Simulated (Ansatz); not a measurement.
`FB(F)N([SiH3])[SiH3]` + `[OH][Ge]([F])([F])[F]` → `[F][Ge]([F])([F])[O][SiH3]` + `FB(F)N[SiH3]`  (ligand exchange at the Si–N bond)

Calculated with Ansatz (gas phase, PBE0-D4/def2-TZVP geometries, no zero-point term in ΔE). CCSD(T)/CBS adds triple-zeta CCSD(T) − MP2 to the extrapolated MP2 energy (def2 sets, frozen cores). DFT in def2-TZVPP. For Ge outer-core shells are correlated without core-valence functions, which leaves a few kJ/mol of doubt a bond. Scalar relativity is left out up to krypton. Each species was taken in one conformer, which may not be the lowest.

`FB(F)N([SiH3])[SiH3]`:

Cartesian coordinates in Å:
```
F 0.542 -2.609 -0.036
B 0.834 -1.385 -0.453
F 1.866 -1.273 -1.289
N 0.115 -0.239 -0.056
Si 0.619 1.323 -0.685
Si -1.258 -0.282 1.034
H -0.305 2.319 -0.085
H 2.012 1.631 -0.282
H 0.502 1.362 -2.163
H -2.443 0.300 0.355
H -0.958 0.537 2.237
H -1.528 -1.683 1.424
```

`[OH][Ge]([F])([F])[F]`:

Cartesian coordinates in Å:
```
O 0.896 -0.813 -0.705
Ge -0.175 0.313 0.050
F -0.104 1.768 -0.816
F -1.790 -0.226 0.068
F 0.240 0.627 1.672
H 0.932 -1.669 -0.269
```

`[F][Ge]([F])([F])[O][SiH3]`:

Z-matrix (Å, degrees):
```
Ge
F 1 1.703
F 1 1.698 2 108.0
F 1 1.698 2 108.0 3 116.0
O 1 1.712 2 111.5 3 -122.0
Si 5 1.659 1 137.6 2 0.3
H 6 1.483 5 109.7 1 60.1
H 6 1.483 5 109.7 1 -60.6
H 6 1.479 5 106.3 1 179.7
```

`FB(F)N[SiH3]`:

Z-matrix (Å, degrees):
```
Si
N 1 1.745
H 1 1.483 2 110.8
H 1 1.484 2 111.1 3 121.2
H 1 1.484 2 106.3 3 -119.4
B 2 1.402 1 126.6 3 -58.5
H 2 1.008 1 117.4 3 121.6
F 6 1.330 2 120.4 1 0.0
F 6 1.328 2 122.2 1 180.0
```

CCSD(T)/CBS gives -54.1 kJ/mol.

Q: Another level gave -49.4 kJ/mol. Which?
A. revPBE-D4/def2-TZVPP
B. PBE0-D4/def2-TZVPP
C. CAM-B3LYP-D4/def2-TZVPP
D. r2SCANh/def2-TZVPP

A: B. PBE0-D4 -49.4, r2SCANh -54.1, CAM-B3LYP-D4 -59.5, revPBE-D4 -43.0 kJ/mol.

Largest T1 diagnostic among the species: 0.012.

From BLYP to BHLYP (50 % exact exchange), in def2-TZVPP and without D4, ΔE moves by −5.3 kJ/mol. Leaving LDA and LC-ωPBE aside and taking each functional with its dispersion term where it has one, the values, not all of them listed here, spread over 18.9 kJ/mol, from BHLYP-D4 to revPBE-D4. LDA lies +7.1 kJ/mol from PBE without D4. In def2-TZVPP, CCSD(T) changes the Hartree–Fock value by +22.7 kJ/mol (the triples alone add +3.7 kJ/mol) and MP2 by +23.7 kJ/mol.

CCSD(T)/CBS has its own doubt, a few kJ/mol and more with outer-core shells, so smaller differences from it don't rank the levels.
